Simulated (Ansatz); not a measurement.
Energy difference R1 → P1 + P2, each structure at its B3LYP-D3(BJ)/def2-TZVP stationary point, reached from a drawn start (curvature not checked).
R1: CH2Cl2 (SMILES ClCCl), charge 0, multiplicity 1.
P1: CH2Cl (SMILES [CH2]Cl), charge 0, multiplicity 2.
P2: Cl atom, charge 0, multiplicity 2.

P less R. No zero-point or thermal terms; singlets are restricted closed shells; open shells are unrestricted; no spin–orbit coupling.

Correlated levels freeze the cores. CBS(a, b) extrapolates the correlation energy as X⁻³ and adds the Hartree–Fock energy of set b.

Codes used: Ansatz (Gaussian basis) for Hartree–Fock, density functionals and correlated methods. No computed number here is a measurement.

Question: Give the reaction energy at the level CCSD(T)/CBS(cc-pV(T+d)Z, cc-pV(Q+d)Z).

Answer: 82.8 kcal/mol

Question: What is the computed reaction energy (wB97X-V/def2-TZVPP)?

Answer: 82.0 kcal/mol

Question: Predict the reaction energy from CCSD(T)/cc-pV(Q+d)Z.

Answer: 81.0 kcal/mol

Ansatz is a quantum-chemistry and plane-wave program.
